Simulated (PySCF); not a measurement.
C7H10Ge.
Structure used (PBE0-D3(BJ)/def2-SVP), in Å, numbered top down from 1:
```
atom  x, y, z in Å
C1    -1.8684    0.2798    1.0696
C2    -1.3292   -0.0075   -0.1308
C3    -2.1825   -0.4992   -1.2660
C4     0.1018    0.1499   -0.3666
C5     0.7484   -0.1107   -1.5326
C6     2.2023    0.1057   -1.5938
C7     2.8312    0.5564   -0.4881
Ge8    1.4773    0.7654    0.8877
H9    -1.2545    0.6376    1.9012
H10   -2.9390    0.1658    1.2574
H11   -3.2376   -0.5743   -0.9705
H12   -1.8495   -1.4922   -1.6086
H13   -2.1152    0.1783   -2.1325
H14    0.2300   -0.4749   -2.4259
H15    2.7302   -0.1041   -2.5312
H16    3.9060    0.7415   -0.4508
H17    1.6681   -0.1530    2.1082
H18    1.2829    2.2126    1.3741
```

Level: CAM-B3LYP/def2-SVPD in PySCF, non-relativistic, on one gas-phase PBE0-D3(BJ)/def2-SVP geometry that isn't relaxed in the solvent. The solvent is an IEF-PCM continuum (Bondi radii, 1.10 Å for H, scaled by 1.2). Only the electrostatic response of the medium enters. Spin–orbit coupling is left out although an atom past zinc is present.

Gas phase at CAM-B3LYP/def2-SVPD: HOMO -7.37 eV, LUMO -0.68 eV, dipole 0.67 D.

Question: What does the continuum do to the energy, the frontier levels and the dipole at CAM-B3LYP/def2-SVPD in chloroform and dimethylsulfoxide?

Answer: 
```
          solvent      ε  E(solvent) − E(gas) (kcal/mol)  polarisation term (kcal/mol)  distortion of the solute (kcal/mol)  HOMO (eV)  LUMO (eV)  dipole (D)
       chloroform  4.711                           -1.67                         -1.81                                 0.14      -7.35      -0.66        0.86
dimethylsulfoxide  46.83                           -2.44                         -2.75                                 0.31      -7.37      -0.67        0.95
```

The first energy column is the sum of the next two and covers electrostatics alone. From chloroform to dimethylsulfoxide the lowering changes by a factor 1.46, Onsager's factor (ε − 1)/(2ε + 1) by 1.36 and ε itself by 9.9.

Question: Give the dipole vector in the frame of the coordinates (D, pointing from negative to positive charge), gas and dimethylsulfoxide.

Answer: Gas (-0.18, -0.22, -0.61), solvent (-0.20, -0.31, -0.87). Its length changes by +40 % and its direction by 3°.

Question: How does the static polarisability (CAM-B3LYP/def2-SVPD, frozen core, with the continuum's full static response) change?

Answer: 
```
           medium  isotropic (au)  principal values (au)  ⟨r²⟩ of the electrons (bohr²)
              gas           115.4     75.8, 122.7, 147.8                         1440.1
       chloroform           149.5     96.7, 156.3, 195.4                         1439.1
dimethylsulfoxide           167.1    110.8, 171.2, 219.3                         1438.6
```

The isotropic value in dimethylsulfoxide is 1.45 times the gas-phase one; no cavity-field correction is applied. ⟨r²⟩ is taken about the centre of nuclear charge.
